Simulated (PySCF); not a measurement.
# Orbital levels and atomic charges

System: C15H10N2S2 (conjugated oligomer), SMILES CN(C)c1ccc(C#Cc2ccc(C#CC#N)s2)s1.

Cartesian coordinates (Å):
```
  1 C    -5.042    1.166    0.989
  2 N    -4.745   -0.137    0.447
  3 C    -5.708   -1.187    0.682
  4 C    -3.440   -0.494    0.279
  5 C    -2.926   -1.742   -0.003
  6 C    -1.538   -1.740   -0.177
  7 C    -0.959   -0.504   -0.025
  8 C     0.372   -0.153   -0.129
  9 C     1.526    0.225   -0.202
 10 C     2.858    0.582   -0.312
 11 C     3.414    1.837   -0.171
 12 C     4.796    1.851   -0.357
 13 C     5.318    0.607   -0.641
 14 C     6.638    0.276   -0.883
 15 C     7.795   -0.031   -1.103
 16 C     9.086   -0.355   -1.349
 17 N    10.184   -0.634   -1.558
 18 S     4.070   -0.617   -0.678
 19 S    -2.180    0.705    0.351
 20 H    -4.776    1.246    2.050
 21 H    -4.485    1.922    0.435
 22 H    -6.106    1.365    0.875
 23 H    -5.649   -1.924   -0.118
 24 H    -6.707   -0.757    0.679
 25 H    -5.543   -1.693    1.641
 26 H    -3.521   -2.632   -0.085
 27 H    -0.964   -2.621   -0.405
 28 H     2.825    2.708    0.058
 29 H     5.408    2.733   -0.292
```

Method: PBE0/def2-SVP, gas phase, PySCF, fitting set def2-universal-JFIT up to Ne and JKFIT beyond, grid level 1.

(1) Give the orbital energies near the gap.

(2) Give the partial charges of the non-hydrogen atoms.

## Answers

(1) 
```tsv
orbital	eV
HOMO-4	-8.09
HOMO-3	-7.84
HOMO-2	-7.69
HOMO-1	-6.87
HOMO	-5.49
LUMO	-2.33
LUMO+1	-1.21
LUMO+2	-0.85
LUMO+3	-0.18
```

(2) 
```json
{"atom": "C1", "Mulliken": "0.06", "IAO": "-0.30", "Hirshfeld": "-0.07"}
{"atom": "N2", "Mulliken": "-0.37", "IAO": "-0.15", "Hirshfeld": "-0.03"}
{"atom": "C3", "Mulliken": "0.08", "IAO": "-0.30", "Hirshfeld": "-0.06"}
{"atom": "C4", "Mulliken": "0.07", "IAO": "-0.01", "Hirshfeld": "0.04"}
{"atom": "C5", "Mulliken": "-0.07", "IAO": "-0.26", "Hirshfeld": "-0.11"}
{"atom": "C6", "Mulliken": "0.07", "IAO": "-0.14", "Hirshfeld": "-0.05"}
{"atom": "C7", "Mulliken": "-0.20", "IAO": "-0.18", "Hirshfeld": "-0.04"}
{"atom": "C8", "Mulliken": "0.01", "IAO": "-0.02", "Hirshfeld": "-0.05"}
{"atom": "C9", "Mulliken": "-0.01", "IAO": "-0.07", "Hirshfeld": "-0.07"}
{"atom": "C10", "Mulliken": "-0.16", "IAO": "-0.13", "Hirshfeld": "-0.01"}
{"atom": "C11", "Mulliken": "0.03", "IAO": "-0.17", "Hirshfeld": "-0.06"}
{"atom": "C12", "Mulliken": "0.07", "IAO": "-0.14", "Hirshfeld": "-0.05"}
{"atom": "C13", "Mulliken": "-0.21", "IAO": "-0.17", "Hirshfeld": "-0.03"}
{"atom": "C14", "Mulliken": "0.02", "IAO": "0.04", "Hirshfeld": "-0.01"}
{"atom": "C15", "Mulliken": "-0.01", "IAO": "-0.09", "Hirshfeld": "-0.04"}
{"atom": "C16", "Mulliken": "-0.14", "IAO": "0.13", "Hirshfeld": "0.08"}
{"atom": "N17", "Mulliken": "0.03", "IAO": "-0.21", "Hirshfeld": "-0.19"}
{"atom": "S18", "Mulliken": "0.21", "IAO": "0.35", "Hirshfeld": "0.14"}
{"atom": "S19", "Mulliken": "0.11", "IAO": "0.28", "Hirshfeld": "0.11"}
```
